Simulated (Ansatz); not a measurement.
**Abstraction of H: C2H2Cl2Si + Si(SiH2)F3 → C2HCl2Si + Si(SiH3)F3**

Gas-phase species: C2H2Cl2Si `C#C[SiH](Cl)Cl`, singlet; Si(SiH2)F3, doublet; C2HCl2Si `C#C[Si](Cl)Cl`, doublet; Si(SiH3)F3, singlet. A radical takes H: the energy is the difference in strength between two Si–H bonds in different surroundings.

Shapes, held fixed at every level: PBE0-D4/def2-TZVP. Programs: Ansatz 0.2.0. The zero-point and thermal change to 298 K, harmonic and unscaled (PBE0-D4/def2-TZVP), is +0.6 kJ/mol.

```tsv
level	kind	ΔH(298 K) (kJ/mol)	less CCSD(T)/CBS estimate
MP2/def2-SVP	perturbation theory	+28.5	+11.8
PBE-D4/def2-TZVPP	GGA	+3.2	-13.5
r2SCAN-D4/def2-TZVPP	meta-GGA	+8.5	-8.2
PBE0-D4/def2-TZVPP	global hybrid	+9.6	-7.1
wB97M-V/def2-TZVPP	range-separated hybrid	+15.2	-1.5
CCSD(T)/def2-SVP	coupled cluster or CI	+18.4	+1.7
CCSD/def2-SVP	coupled cluster or CI	+19.7	+3.0
CCSD(T)/CBS estimate	coupled cluster or CI	+16.7	0.0
```

The highest level, CCSD(T)/CBS estimate, gives ΔH(298 K) = +16.7 kJ/mol; the levels span +3.2 to +28.5. The column of differences is taken from that level and isn't an error. No measured value is set beside it here. Spin contamination: C2HCl2Si (⟨S²⟩ up to 0.80). Open shells run unrestricted. The CBS estimate extrapolates MP2 from def2-TZVPP and def2-QZVPP and adds CCSD(T) − MP2 in the triple-zeta set, cores frozen.
